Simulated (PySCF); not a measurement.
SMILES Clc1ccccc1-c1ccccc1Cl (C12H8Cl2) (GFN2-xTB optimised geometry):

```
22

Cl    -2.048    -0.896    -0.035
C     -1.186     0.607     0.000
C     -1.903     1.792     0.000
C     -1.227     3.000     0.003
C      0.157     3.020     0.003
C      0.866     1.832     0.000
C      0.206     0.607     0.000
C      0.973    -0.654     0.003
C      0.876    -1.535     1.075
C      1.594    -2.717     1.091
C      2.421    -3.038     0.028
C      2.530    -2.178    -1.050
C      1.810    -0.995    -1.057
Cl     1.935     0.057    -2.428
H     -2.981     1.763    -0.007
H     -1.785     3.924     0.003
H      0.686     3.961     0.004
H      1.945     1.842     0.004
H      0.232    -1.278     1.903
H      1.506    -3.387     1.932
H      2.981    -3.961     0.033
H      3.166    -2.420    -1.888
```

Calculation: B3LYP/def2-SVP (PySCF).

**Question.** What are the frontier orbital energies and the dipole moment?

**Answer.** HOMO-2 -7.05 eV, HOMO-1 -6.81 eV, HOMO -6.61 eV, LUMO -0.96 eV, LUMO+1 -0.55 eV; dipole moment 1.19 D.

On the same geometry PBE/def2-SVP run with PySCF 2.14.0 gives HOMO-2 -6.28 eV, HOMO-1 -6.01 eV, HOMO -5.85 eV, LUMO -1.68 eV, LUMO+1 -1.29 eV; dipole moment 1.11 D.

Meta-Löwdin charges at B3LYP/def2-SVP: Cl1 -0.06, C2 0.02, C3 -0.11, C4 -0.09, C5 -0.10, C6 -0.09, C7 0.00, C8 0.00, C9 -0.09, C10 -0.10, C11 -0.09, C12 -0.11, C13 0.02, Cl14 -0.06, H15 0.11, H16 0.11, H17 0.11, H18 0.11, H19 0.11, H20 0.11, H21 0.11, H22 0.11.
